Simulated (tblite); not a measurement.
CH2F (SMILES [CH2]F), doublet, geometry from GFN2-xTB; GFN1-xTB run with tblite.

Here is a job for tblite.
```
$ tblite run mol.xyz --method gfn1 --charge 0 --spin 1 --json tblite.json --no-restart

# file mol.xyz
4

C     -0.64566325     0.05423353     0.06571365
F      0.67813264    -0.05693569    -0.03196981
H     -1.19444638    -0.85777853    -0.05263065
H     -1.03476786     1.04479852    -0.05392294
```

Problem. Predict the main parts of the log of this tblite run.

Solution. 
```
xTB calculator
 | screened Coulomb repulsion
 | Coulomb electrostatics
 |  * isotropic Klopman-Ohno-Mataga-Nishimoto electrostatics
 |  * onsite third-order electrostatics
 | DFT-D3(BJ) dispersion correction

halogen bonding energy    0.0000000000000E+00 Eh
repulsion energy          4.7890146277831E-02 Eh
dispersion energy        -3.5728096565616E-04 Eh
number of electrons       1.3000000000000E+01 e
integral cutoff           1.9731147476801E+01 bohr

------------------------------------------------------------
  cycle        total energy    energy error   density error
------------------------------------------------------------
      1     -8.208010918179  -8.2555438E+00   4.7682921E-01
      2     -8.236008389175  -2.7997471E-02   2.9028610E-01
      3     -8.236138065476  -1.2967630E-04   7.4588380E-02
      4     -8.236440598137  -3.0253266E-04   6.4972230E-03
      5     -8.236453082416  -1.2484279E-05   2.9169605E-03
      6     -8.236459792832  -6.7104154E-06   1.4333669E-04
      7     -8.236459807012  -1.4180756E-08   2.6150433E-05
      8     -8.236459807403  -3.9100989E-10   1.9425006E-08
------------------------------------------------------------

electronic energy        -8.2839926727155E+00 Eh
total energy             -8.2364598074034E+00 Eh

Post processing:
 | Mayer-Wiberg bond orders

[Info] JSON dump of results written to 'tblite.json'
```
